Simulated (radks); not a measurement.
Question: These are the eigenvalues of the occupied orbitals of an atom or ion with whole-number occupations (hartree). All-electron calculation, scalar-relativistic Kohn-Sham, LB94 model potential, spin-polarised, spherical densities, finite nucleus; Fermi nuclear charge, rms radius of each element as measured or else 0.836 A^(1/3) + 0.57 fm. Program: a radial shooting solver on a logarithmic mesh with Libxc functionals.

1s: -1218.966
2s: -264.9806
2p: -248.7351

Which element is it, and in what charge state? The configuration may be excited. Open shells, if any, are filled with parallel spins first.

Answer: Z = 51, antimony, charge +41: Sb41+ in [Ne]. The list shows which subshells hold electrons but not how many an open one holds; the 1s level, -1219 hartree, gives Z - s = 49.4 by -(Z - s)^2/2, which with screening and relativity narrows Z to a few neighbours, and the depths of the outer levels then fix element, charge and occupations together.
